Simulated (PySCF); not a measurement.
Compound: C5H9F3.
Geometry (GFN2-xTB, Å), atoms numbered from 1 in this order:
```
atom  x, y, z in Å
C1    -1.3322    1.2431   -0.5445
C2    -0.4964    0.2625    0.2760
C3    -1.1724   -1.1075    0.2433
F4    -0.5947   -1.9806    1.1343
C5     0.9371    0.2090   -0.2666
C6     1.9200   -0.4124    0.7144
F7     3.1499   -0.5005    0.1445
F8     2.0703    0.3854    1.8020
H9    -0.8939    2.2366   -0.5074
H10   -2.3449    1.3021   -0.1542
H11   -1.3806    0.9253   -1.5837
H12   -0.4610    0.6021    1.3165
H13   -1.0923   -1.5717   -0.7456
H14   -2.2254   -1.0281    0.5316
H15    0.9781   -0.3629   -1.1953
H16    1.2863    1.2236   -0.4719
H17    1.6451   -1.4140    1.0699
```

A PySCF run (density fitting, gas phase, GFN2-xTB geometry) gave HOMO -10.63 eV, LUMO 2.04 eV, dipole 3.50 D.

Question: Which of these levels was it?
A. PBE/pcSseg-0
B. CAM-B3LYP/pcSseg-1
C. PBE0/def2-SVPD
D. PBE0/3-21G
E. HF/6-31G*

Answer: B. It is CAM-B3LYP/pcSseg-1. All candidates on this geometry:

```tsv
level and settings	kind	basis functions	SCF cycles	E (Eh)	HOMO (eV)	LUMO (eV)	dipole (D)
PBE/pcSseg-0, fitting basis def2-qzvpp-jkfit, energy threshold 1e-11 Eh	GGA	90	11	-493.8126	-7.19	0.96	3.44
PBE0/def2-SVPD	global hybrid	241	12	-494.6265	-9.29	0.55	3.53
PBE0/3-21G, fitting basis def2-qzvpp-jkfit	global hybrid	90	9	-492.2714	-8.56	2.99	3.31
CAM-B3LYP/pcSseg-1	range-separated hybrid	181	12	-495.2638	-10.63	2.04	3.50
HF/6-31G*, fitting basis def2-qzvpp-jkfit	Hartree–Fock	130	10	-492.8910	-12.96	5.83	3.62
```

The nearest other candidate, by the summed differences of HOMO and LUMO, is PBE0/def2-SVPD: its HOMO differs by +1.34 eV and its LUMO by -1.49 eV. Cycle counts include a coarse-grid stage where the run had one. All basis functions are spherical, in the Pople sets too.
